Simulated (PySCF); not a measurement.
Calculated properties of `C=C([S-])OC(F)(F)F`

C3H2F3OS (charge -1).
SMILES with atom numbers: `[CH2:1]=[C:2]([S-:3])[O:4][C:5]([F:6])([F:7])[F:8]` (hydrogens: H9, H10 on C1)

Some functional groups and rings: C=C double bond, ether, CF3 group and C–F bond.

GFN2-xTB geometry:

```
Point group of the GFN2-xTB geometry                  : Cs
Rotational constants A, B, C of the GFN2-xTB geometry : 3.540, 1.038, 0.932 GHz
```

**PBE0/pcSseg-1 ground state and GIAO shieldings, non-relativistic (PySCF)**

```
HOMO energy                                                 : -0.67 eV
LUMO energy                                                 : 5.17 eV
HOMO–LUMO gap                                               : 5.84 eV
Lowest Hirshfeld atomic charge                              : -0.51 e on S3
Highest Hirshfeld atomic charge                             : +0.30 e on C5
13C chemical shifts (computed TMS as zero) by class         : 186.5 (C2), 128.6 (C5), 76.1 (C1) ppm
1H chemical shifts (computed TMS as zero) by class          : 3.82 (H10), 3.71 (H9) ppm
Isotropic shieldings of nuclei other than C and H, by class : 133 (O4), 238 (F6/F7/F8), 525 (S3) ppm
Mayer bond orders between heavy atoms                       : C1–C2 1.74, C2–S3 1.39, C2–O4 0.72, O4–C5 1.27, C5–F6 0.99, C5–F7 0.96, C5–F8 0.96
```

Monoisotopic mass of the ion (most abundant isotopes, electron mass counted): 142.9784 u.

The rotational constants make it an asymmetric top with κ = (2B − A − C)/(A − C) = -0.92, nearer the prolate limit (−1). With B = h/(8π²I), that is 505.379 GHz u Å² over I, the principal moments of inertia are 142.8, 486.7 and 542.2 u Å² (most abundant isotopes).

The structure is a single GFN2-xTB conformer in the gas phase; no vibrational or solvent corrections. NMR classes are plain means over equivalent atoms (diastereotopic ones count apart unless rotation or inversion swaps them), as if these changed places fast; in this geometry the members of some classes differ. No diffuse functions stand in pcSseg-1, which bears on an anion's orbital energies.

Conformer computed: `[CH2:1]=[C:2]([S-:3])[O:4][C:5]([F:6])([F:7])[F:8]`: C1–C2–O4–C5 0°, C2–O4–C5–F6 180°.
